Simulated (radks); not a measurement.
Q: Species: Ar+. Configuration: [Ne] 3s2 3p5. Method: scalar-relativistic Kohn-Sham, PBE, spin-unpolarised, spherical densities, point nucleus; computed with a radial shooting solver on a logarithmic mesh with Libxc functionals. Some entries of the table are withheld. Estimate them.

| orbital | occ. | eigenvalue (eV) | <r^2> (bohr^2) |
|---|---|---|---|
| 1s | 2 | (1) | 0.009888 |
| 2s | 2 | (2) | 0.2033 |
| 2p | 6 | (3) | (4) |
| 3s | 2 | -36.6974 | 2.166 |
| 3p | 5 | (5) | (6) |

A: 
(1) 1s eigenvalue (eV): -3134.549
(2) 2s eigenvalue (eV): -310.8871
(3) 2p eigenvalue (eV): -243.8178
(4) 2p <r^2> (bohr^2): 0.1762
(5) 3p eigenvalue (eV): -22.1191
(6) 3p <r^2> (bohr^2): 2.855
